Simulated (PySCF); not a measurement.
C₃H₆BNO₂, SMILES OB1CN=COC1.

Coordinates come from a PBE-D3(BJ)/def2-SVP optimisation. This is a generated structure with no PubChem entry under its InChIKey; it may be hypothetical. Other conformers were not sampled.

All values below come from PBE-D3(BJ)/def2-SVP run with PySCF.

Frequencies are harmonic and unscaled.

Computed normal modes with their intensities:
```csv
mode,ν (cm⁻¹),IR (km/mol),moving atoms (share of kinetic energy)
1,35,2.5,"C 39 %, H 38 %, O 20 %"
2,67,0.1,"O 35 %, H 34 %, N 16 %, C 15 %"
3,319,13.1,"O 40 %, C 27 %, H 21 %, B 10 %"
4,332,3.2,"H 51 %, B 39 %"
5,451,8.3,"O 34 %, N 29 %, C 27 %"
6,468,0.6,"O 51 %, C 23 %, B 14 %"
7,476,36.5,"H 38 %, C 25 %, N 16 %, O 14 %"
8,521,24.8,"H 70 %, C 16 %, N 9 %"
9,668,52.9,"H 74 %, C 19 %"
10,686,6.7,"C 56 %, O 17 %, H 16 %, N 10 %"
11,849,7.5,"O 37 %, N 29 %, H 20 %, C 13 %"
12,874,11.7,"H 36 %, C 31 %, B 26 %"
13,919,42.6,"H 40 %, C 34 %, B 11 %"
14,921,0.1,"H 62 %, C 29 %, B 8 %"
15,949,21.4,"C 77 %, H 15 %"
16,982,38.7,"H 45 %, C 35 %, N 12 %"
17,1106,231.4,"C 33 %, H 31 %, O 26 %"
18,1164,1.8,H 90 %
19,1199,1.8,H 92 %
20,1203,62.3,"H 44 %, C 28 %, B 13 %, O 11 %"
21,1236,61.3,"H 40 %, O 23 %, B 20 %, C 13 %"
22,1288,68.7,"C 38 %, H 32 %, B 26 %"
23,1335,0.4,H 93 %
24,1356,3.2,H 88 %
25,1387,4.8,H 90 %
26,1423,120.6,"B 61 %, O 16 %, H 12 %, C 11 %"
27,1712,213.1,"C 53 %, N 43 %"
28,2926,33.9,H 95 %
29,2934,25.4,H 94 %
30,2958,3.4,"H 91 %, C 9 %"
31,2964,16.7,"H 91 %, C 9 %"
32,3074,24.7,"H 92 %, C 8 %"
33,3692,20.2,H 94 %
```
